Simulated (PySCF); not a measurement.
# Os⁻ (osmium, charge -1) across methods

[Xe] 4f14 5d7 6s2, high-spin 4F determinant. Computed with PySCF 2.14 in def2-TZVPPD with the def2 core potential (60 electrons) (6s5p3d2f1g, 59 functions), with scalar relativity through the core potential.

```
method  E (hartree)  mean ε 5d α (eV)  mean ε 6s β (eV)  mean ε 5d β (eV)  Σ⟨r²⟩ (bohr²)   ⟨S²⟩
r2SCAN     -90.6306             0.955             1.178             2.598          71.63  3.776
 B97-3     -90.6051             0.018             0.843             1.486          72.11  3.763
  PBE0     -90.5782            -0.046             0.726             1.503          71.85  3.764
   LDA     -90.4335             1.233             1.003             2.679          71.78  3.760
   UHF    -89.80576            -3.632             0.038            -1.284          73.50  3.781
   PBE     -90.6305             1.319             1.273             2.678          71.94  3.762
  TPSS     -90.5823             1.304             1.299             2.548          71.93  3.762
revPBE     -90.6734             1.343             1.358             2.697          71.94  3.764
```

Estimate the same row for LC-wPBE.

E (hartree) = -90.5819; mean ε 5d α (eV) = -2.576; mean ε 6s β (eV) = -1.050; mean ε 5d β (eV) = -1.030; Σ⟨r²⟩ (bohr²) = 71.63; ⟨S²⟩ = 3.764.

Energies and moments cover only the electrons outside the core potential. Spin-orbit coupling, absent here, splits the open shell strongly.

The highest occupied level is positive at r2SCAN, B97-3, PBE0, LDA, UHF, PBE, TPSS, revPBE: only the finite basis holds that electron, at UHF too, so the state is unbound at these levels.
